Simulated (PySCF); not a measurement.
# `OC=C=CC(F)(F)F`, C4H3F3O

Molfile (atoms numbered from 1):
```
C4H3F3O
     RDKit          3D

 11 10  0  0  0  0  0  0  0  0999 V2000
    2.7595    0.6374    0.1647 O   0  0  0  0  0  0  0  0  0  0  0  0
    1.8474   -0.3463    0.2789 C   0  0  0  0  0  0  0  0  0  0  0  0
    0.6151   -0.3479   -0.1785 C   0  0  0  0  0  0  0  0  0  0  0  0
   -0.6161   -0.3642   -0.6221 C   0  0  0  0  0  0  0  0  0  0  0  0
   -1.7878    0.1297    0.1763 C   0  0  0  0  0  0  0  0  0  0  0  0
   -2.6935   -0.8411    0.3379 F   0  0  0  0  0  0  0  0  0  0  0  0
   -1.4391    0.5692    1.3804 F   0  0  0  0  0  0  0  0  0  0  0  0
   -2.4030    1.1324   -0.4642 F   0  0  0  0  0  0  0  0  0  0  0  0
    2.3659    1.3840   -0.3037 H   0  0  0  0  0  0  0  0  0  0  0  0
    2.2356   -1.2141    0.8233 H   0  0  0  0  0  0  0  0  0  0  0  0
   -0.8804   -0.7394   -1.6196 H   0  0  0  0  0  0  0  0  0  0  0  0
  1  2  1  0
  2  3  2  0
  3  4  2  0
  4  5  1  0
  5  6  1  0
  5  7  1  0
  5  8  1  0
  1  9  1  0
  2 10  1  0
  4 11  1  0
M  END
```

Level of theory: PySCF 2.14.0, quadratic response CAM-B3LYP/aug-cc-pVDZ first hyperpolarisability, Taylor convention, gas phase. Geometry: PBE0-D3(BJ)/def2-SVP.

**Question.** Give the tensor of the static β(0;0,0) in the axes of these coordinates.

**Answer.** In au, Taylor convention; rows are the first index (the induced dipole):
```tsv
	xx	yy	zz	xy	xz	yz
x	-31.4	-8.0	+0.8	+45.1	+8.5	+13.4
y	+45.1	+21.7	+15.3	-8.0	+13.4	+21.2
z	+8.5	+21.2	+34.1	+13.4	+0.8	+15.3
```
Norm of βᵢ = ⅓ Σⱼ (βᵢⱼⱼ + βⱼᵢⱼ + βⱼⱼᵢ): 110.9 au, hyper-Rayleigh value 45.9 au.
